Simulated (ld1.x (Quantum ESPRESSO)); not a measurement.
## How hard is this H ultrasoft potential?

H (Z = 1), ultrasoft, made with ld1.x (Quantum ESPRESSO) 7.5 (BLYP, scalar-relativistic). Core none, reference 1s1. Waves: 1s (bound): rcut 0.75, rcutus 1.00 bohr; 1s channel at 4.9 Ry: rcut 0.75, rcutus 1.00 bohr; 2p channel at 0.4 Ry: rcut 0.85, rcutus 1.00 bohr; 2p channel at 3.1 Ry: rcut 0.85, rcutus 1.00 bohr. Local part: all-electron potential smoothed inside 0.85 bohr (lloc = -1). Core correction: none. Augmentation charge: PSQ, inside the norm-conserving radii.

The pseudo-atom Hamiltonian at the reference potential is diagonalised in spherical Bessel functions j_l(qr) that vanish at 20 bohr, with q² up to the cutoff. All-electron valence levels (Ry): 1s -0.4801.

Task: How do the lowest levels (Ry) of each channel move with the cutoff, and are there ghosts?

Result:

```json
{"cutoff (Ry)": "8", "s #1": "-0.4308", "s #2": "0.0047", "p #1": "0.0223", "p #2": "0.0990", "d #1": "0.0737", "f #1": "0.1183", "f #2": "0.2509", "Σ f·Δε (mRy)": "49.3"}
{"cutoff (Ry)": "10", "s #1": "-0.4445", "s #2": "0.0040", "p #1": "0.0222", "p #2": "0.0989", "d #1": "0.0737", "f #1": "0.1182", "f #2": "0.2509", "Σ f·Δε (mRy)": "35.5"}
{"cutoff (Ry)": "15", "s #1": "-0.4625", "s #2": "0.0030", "p #1": "0.0222", "p #2": "0.0989", "d #1": "0.0737", "f #1": "0.1182", "f #2": "0.2509", "Σ f·Δε (mRy)": "17.5"}
{"cutoff (Ry)": "18", "s #1": "-0.4703", "s #2": "0.0026", "p #1": "0.0222", "p #2": "0.0989", "d #1": "0.0737", "f #1": "0.1182", "f #2": "0.2509", "Σ f·Δε (mRy)": "9.7"}
{"cutoff (Ry)": "25", "s #1": "-0.4760", "s #2": "0.0022", "p #1": "0.0222", "p #2": "0.0989", "d #1": "0.0737", "f #1": "0.1182", "f #2": "0.2509", "Σ f·Δε (mRy)": "4.0"}
{"cutoff (Ry)": "30", "s #1": "-0.4781", "s #2": "0.0021", "p #1": "0.0222", "p #2": "0.0989", "d #1": "0.0737", "f #1": "0.1182", "f #2": "0.2509", "Σ f·Δε (mRy)": "1.9"}
{"cutoff (Ry)": "40", "s #1": "-0.4798", "s #2": "0.0021", "p #1": "0.0222", "p #2": "0.0989", "d #1": "0.0737", "f #1": "0.1182", "f #2": "0.2509", "Σ f·Δε (mRy)": "0.3"}
{"cutoff (Ry)": "45", "s #1": "-0.4799", "s #2": "0.0020", "p #1": "0.0222", "p #2": "0.0989", "d #1": "0.0737", "f #1": "0.1182", "f #2": "0.2509", "Σ f·Δε (mRy)": "0.1"}
{"cutoff (Ry)": "400", "s #1": "-0.4800", "s #2": "0.0020", "p #1": "0.0222", "p #2": "0.0989", "d #1": "0.0737", "f #1": "0.1182", "f #2": "0.2509", "Σ f·Δε (mRy)": "0.0"}
```

Result: no extra level below or beside the all-electron valence levels (s, p, d, f tested); 10 mRy is reached at 18 Ry and 1 mRy at 35 Ry.
